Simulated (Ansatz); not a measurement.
Basis sets compared for ReO3(OH) (ReO₄H). The state is a singlet with charge 0. Geometry PBE-D4/def2-SVP. Ansatz on 4 threads of Arm Neoverse V1 on a shared host; times are rough, and most runs start from earlier orbitals.

```xyz
6

Re   -0.353   -0.242    0.103
O    -0.832   -0.705    1.686
O    -1.616    0.661   -0.635
O    -0.091   -1.649   -0.850
O     1.222    0.785    0.243
H     1.669    1.150   -0.546
```

In the def2 sets Re takes a core potential; there is no spin–orbit coupling.

Binding counts from free atoms (Re sextet, O triplet, H doublet) in the same basis, without a counterpoise term.

```tsv
level	functions	energy (Eh)	HOMO (eV)	LUMO (eV)	binding per atom (eV)	wall time
PBE-D4/def2-SVP	93	-379.4694	-7.99	-3.73	5.04	0.75 s
PBE0-D4/def2-SVP	93	-379.3414	-9.72	-3.18	4.44	0.9 s
```

(1) Estimate the rows for PBE-D4/def2-TZVP (with forces), PBE0-D4/def2-TZVP.

## Answers

(1) 
```tsv
level	functions	energy (Eh)	HOMO (eV)	LUMO (eV)	binding per atom (eV)	wall time
PBE-D4/def2-TZVP (with forces)	170	-379.8593	-8.07	-3.83	5.06	1.5 s
PBE0-D4/def2-TZVP	170	-379.7366	-9.70	-3.18	4.51	1.6 s
```
